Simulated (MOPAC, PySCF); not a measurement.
[Ag(NH3)(H)], neutral singlet in the gas phase. 

Cartesian coordinates (Å):
```xyz
6

Ag     0.0020    -0.0020     0.0033
N      1.0268    -1.0322     1.6704
H      2.0136    -1.2030     1.4682
H      0.6074    -1.9408     1.8766
H      0.9936    -0.4900     2.5357
H     -0.7389     0.7429    -1.2022
```
Charge 0, spin multiplicity 1.

All levels are single points at this geometry (r2SCAN-D4/def2-SVP); Pople sets use spherical d functions. Orbital energies aren't observables, and empty levels follow the basis.

M06-2X/6-31G* (LANL2DZ on Ag) in PySCF gives dipole (D) = 7.21.

Problem. Estimate the dipole (D) from each of these levels: B3LYP-D3(BJ)/def2-TZVP in PySCF; PBE-D3(BJ)/def2-TZVP in PySCF; TPSSh-D3(BJ)/def2-TZVP in PySCF; B3LYP/6-311+G** (LANL2DZ on Ag) in PySCF; B3LYP/6-31G* (LANL2DZ on Ag) in PySCF; B3LYP/LANL2DZ in PySCF; BP86/6-31G* (LANL2DZ on Ag) in PySCF; PBE/6-31G* (LANL2DZ on Ag) in PySCF; SVWN5/6-31G* (LANL2DZ on Ag) in PySCF; HF/6-31G* (LANL2DZ on Ag) in PySCF; PM6 in MOPAC; PM7 in MOPAC.

Solution. 
```
level                                     dipole (D)
----------------------------------------  ----------
B3LYP-D3(BJ)/def2-TZVP in PySCF                 6.61
PBE-D3(BJ)/def2-TZVP in PySCF                   6.38
TPSSh-D3(BJ)/def2-TZVP in PySCF                 6.67
B3LYP/6-311+G** (LANL2DZ on Ag) in PySCF        6.72
B3LYP/6-31G* (LANL2DZ on Ag) in PySCF           7.00
B3LYP/LANL2DZ in PySCF                          7.22
BP86/6-31G* (LANL2DZ on Ag) in PySCF            6.84
PBE/6-31G* (LANL2DZ on Ag) in PySCF             6.80
SVWN5/6-31G* (LANL2DZ on Ag) in PySCF           6.77
HF/6-31G* (LANL2DZ on Ag) in PySCF              7.82
PM6 in MOPAC                                    4.36
PM7 in MOPAC                                    4.95
```
